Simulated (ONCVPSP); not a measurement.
Scattering properties, ONCV potential for O

* Element: oxygen
* Generator: ONCVPSP 4.0.1
* Type: optimised norm-conserving Vanderbilt (ONCV)
* Functional: PBE
* Relativity: scalar-relativistic
* Frozen core: [He]
* Valence charge: 6
* Reference configuration: 2s2 2p3 (charge +1)
* Partial waves: 2s: rc 0.70 bohr, ncon 3, nbas 7, qcut 10.9 1/bohr, local; 2p: rc 1.45 bohr, ncon 3, nbas 7, qcut 11 1/bohr, 2 projectors, debl 3.2 Ha; d scattering state at 0.18 Ha: rc 1.10 bohr, ncon 4, nbas 7, qcut 9 1/bohr, 2 projectors, debl 1.5 Ha
* Local potential: the s channel
* Core correction: Teter function, fcfact 2, rcfact 1.2

The phase is arctan(r·R′/R) of the radial function R(r), unwrapped; energies in Ha, scanned from -3 to 5 Ha. A pole is an energy at which the radial function vanishes at the test radius. The pseudo phase is shifted by a multiple of π to meet the all-electron one at the reference energy, and phase errors are pseudo minus all-electron; the curves can meet again beyond the range given. Levels narrower than the energy grid can be missing from the lists of poles.

```tsv
channel	radius (bohr)	reference energy (Ha)	poles, all-electron	poles, pseudo	unbroken range about the reference energy with phases within 0.05 rad	phase error 1 Ha above the reference energy (rad)
s	0.71	-1.46	none	none	the whole range	-0.001
p	1.47	-0.90	-0.12	-0.12	the whole range	+0.000
d	1.12	0.18	none	none	the whole range	+0.000
```

Phases in the s channel:

```
E (Ha)  all-electron  pseudo
 -2.98        -0.033  -0.036
 -2.76        -0.097  -0.100
 -2.54        -0.161  -0.163
 -2.32        -0.226  -0.227
 -2.10        -0.289  -0.290
 -1.88        -0.352  -0.352
 -1.66        -0.413  -0.413
 -1.44        -0.472  -0.472
 -1.22        -0.529  -0.529
 -1.00        -0.584  -0.584
 -0.78        -0.636  -0.636
 -0.56        -0.685  -0.686
 -0.34        -0.732  -0.733
 -0.12        -0.776  -0.778
  0.10        -0.818  -0.820
  0.32        -0.857  -0.860
  0.54        -0.894  -0.897
  0.76        -0.928  -0.932
  0.98        -0.961  -0.966
  1.20        -0.992  -0.997
  1.42        -1.021  -1.026
  1.64        -1.048  -1.054
  1.86        -1.073  -1.080
  2.08        -1.097  -1.105
  2.30        -1.120  -1.128
  2.52        -1.141  -1.150
  2.74        -1.162  -1.171
  2.96        -1.181  -1.191
  3.18        -1.199  -1.209
  3.40        -1.216  -1.227
  3.62        -1.233  -1.244
  3.84        -1.248  -1.260
  4.06        -1.263  -1.276
  4.28        -1.277  -1.290
  4.50        -1.290  -1.304
  4.72        -1.303  -1.318
  4.94        -1.316  -1.331
```
